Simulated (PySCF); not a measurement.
## Energy of Zn (zinc, neutral) between two integer charges

The 4s beta orbital of [Ar] 3d10 4s2 is emptied in steps (occupation f), with all orbitals relaxed, ending at [Ar] 3d10 4s1. Calculation: PySCF 2.14, in aug-cc-pVTZ-DK (8s7p5d3f2g, 93 functions); scalar relativity by spin-free X2C-1e. The exact energy is a straight line in f; departures are measured from the line between the end points of the same method.

```csv
f,M06-2X (eV)
1,0.000
0.9,-0.212
0.7,-0.497
0.5,-0.573
0.3,-0.473
0.1,-0.240
0,0.000
```

**Question.** For M06-2X, how does the orbital energy at f = 1 compare with the removal energy?

**Answer.** −ε = 6.923 eV against a total-energy difference of 9.242 eV. By Janak's theorem ε = ∂E/∂f, so the gap between them reflects the curvature. Along the path −ε is 7.333 (f = 0.9), 8.334 (f = 0.7), 9.366 (f = 0.5), 10.036 (f = 0.3), 11.058 (f = 0.1) eV.

Reference removal energy between the ground levels: 9.394 eV (measured; NIST Atomic Spectra Database, ionization energies).
